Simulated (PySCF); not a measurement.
C₆H₄Cl, SMILES Clc1c[c]ccc1, multiplicity 2. Geometry: B3LYP-D3(BJ)/def2-SVP. The isomer is the one that the SMILES or the coordinates give; other isomers of the formula were not compared.

**Question.** Give the equilibrium geometry at B3LYP-D3(BJ)/def2-SVP (PySCF confirms it by a frequency run) as a Z-matrix, and its point group. (The exact figures need the calculation; the answer reports its results.)

**Answer.** point group Cs.
```
C
H 1 1.0905
C 1 1.3979 2 120.79
H 3 1.0934 1 119.50 2 0.00
C 1 1.3996 2 119.39 3 180.00
C 3 1.4055 4 119.80 1 180.00
C 6 1.3788 3 116.11 4 180.00
C 7 1.3776 6 126.55 3 0.00
H 8 1.0919 7 123.66 6 180.00
H 6 1.0926 7 122.74 8 180.00
Cl 5 1.7478 1 119.52 2 0.00
```
Charge 0, spin multiplicity 2.
